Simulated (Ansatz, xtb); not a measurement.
**GeH8N2Si: which of two isomers lies lower**

Structure X: `N[SiH2][GeH2][NH2]`, a singlet. Structure Y: `[NH2][GeH]([NH2])[SiH3]`, a singlet. Both are isolated molecules in the gas phase, relaxed with PBE-D3(BJ)/def2-SVP; the shapes shown needn't be the lowest conformers.

X (Å):

```xyz
12

Ge    1.1185   -0.6992    0.7776
N    -0.8796    1.3931   -1.2329
N     0.9033   -2.3400    1.6564
Si   -0.9113   -0.1499   -0.3932
H    -0.7618    2.2305   -0.6539
H    -0.2507    1.4589   -2.0394
H    -2.0397   -0.1059    0.6053
H    -1.1927   -1.2167   -1.4166
H     2.3076   -0.9094   -0.2065
H     1.5388    0.4945    1.7134
H     1.7458   -2.6070    2.1823
H     0.1344   -2.3015    2.3378
```

Y (Å):

```xyz
12

Ge   -0.1092    1.3296    0.0286
N    -1.6766    0.7405   -0.7777
N    -0.4364    2.7748    1.1719
Si    0.8470   -0.6117    1.0792
H    -2.2549    0.1761   -0.1436
H    -2.2585    1.5245   -1.1012
H     0.7998    1.9264   -1.0811
H    -0.7579    2.4943    2.1066
H     0.3926    3.3690    1.3011
H     2.0937   -0.2257    1.8330
H    -0.1360   -1.1757    2.0755
H     1.1989   -1.6949    0.0939
```

**Question.** Estimate which is lower in electronic energy at CCSD(T)/def2-SVP + ΔMP2/def2-TZVPP, and by roughly how much.

**Answer.** The CCSD(T)/def2-SVP + ΔMP2/def2-TZVPP calculation puts structure X lower, by 5.0 kcal/mol.

The same difference at several levels:

```json
{"level": "GFN2-xTB", "geometry": "GFN2-xTB", "E(Y) − E(X) (kcal/mol)": "+6.1", "departure from the last row (kcal/mol)": "+1.1", "job, with rough time for the two": "optimisation, 0.15 s"}
{"level": "HF/STO-3G", "geometry": "GFN2-xTB", "E(Y) − E(X) (kcal/mol)": "−1.8", "departure from the last row (kcal/mol)": "−6.7", "job, with rough time for the two": "single point, 0.34 s"}
{"level": "r2SCAN-D4/def2-SVP", "geometry": "GFN2-xTB", "E(Y) − E(X) (kcal/mol)": "+4.3", "departure from the last row (kcal/mol)": "−0.6", "job, with rough time for the two": "single point, 2.3 s"}
{"level": "PBE-D3(BJ)/def2-SVP", "geometry": "PBE-D3(BJ)/def2-SVP", "E(Y) − E(X) (kcal/mol)": "+4.4", "departure from the last row (kcal/mol)": "−0.6", "job, with rough time for the two": "optimisation, 21 s"}
{"level": "HF/def2-SVP", "geometry": "PBE-D3(BJ)/def2-SVP", "E(Y) − E(X) (kcal/mol)": "+5.9", "departure from the last row (kcal/mol)": "+0.9", "job, with rough time for the two": "part of the CCSD(T) run"}
{"level": "MP2/def2-SVP", "geometry": "PBE-D3(BJ)/def2-SVP", "E(Y) − E(X) (kcal/mol)": "+4.1", "departure from the last row (kcal/mol)": "−0.9", "job, with rough time for the two": "part of the CCSD(T) run"}
{"level": "CCSD(T)/def2-SVP", "geometry": "PBE-D3(BJ)/def2-SVP", "E(Y) − E(X) (kcal/mol)": "+3.9", "departure from the last row (kcal/mol)": "−1.1", "job, with rough time for the two": "single point"}
{"level": "CCSD(T)/def2-SVP + ΔMP2/def2-TZVPP", "geometry": "PBE-D3(BJ)/def2-SVP", "E(Y) − E(X) (kcal/mol)": "+5.0", "departure from the last row (kcal/mol)": "", "job, with rough time for the two": "single point, 24 s"}
```

As drawn, Y has 1 Ge–N, 1 Si–H in place of 1 N–Si, 1 Ge–H.

HF/STO-3G puts the two in the other order. The largest departure from CCSD(T)/def2-SVP + ΔMP2/def2-TZVPP is that of HF/STO-3G, 6.7 kcal/mol. The last row adds to CCSD(T) the change of the MP2 difference between the two basis sets, here +1.1 kcal/mol.

With thermal terms from frequencies at re-optimised GFN2-xTB minima (ideal gas, soft modes damped towards free rotors, one conformer each, 298.15 K, 1 atm): on the last row, ΔE + ΔZPE = +4.9, ΔH = +5.1, ΔG = +4.8 kcal/mol.

The correlated steps freeze 16 core orbitals; the filled d shell of Ge is correlated, in a basis made for valence electrons. Codes used: Ansatz 0.2.0, xtb 6.7.1; the last row on 2 threads of Intel(R) Xeon(R) 6975P-C (Granite Rapids) on a shared host.
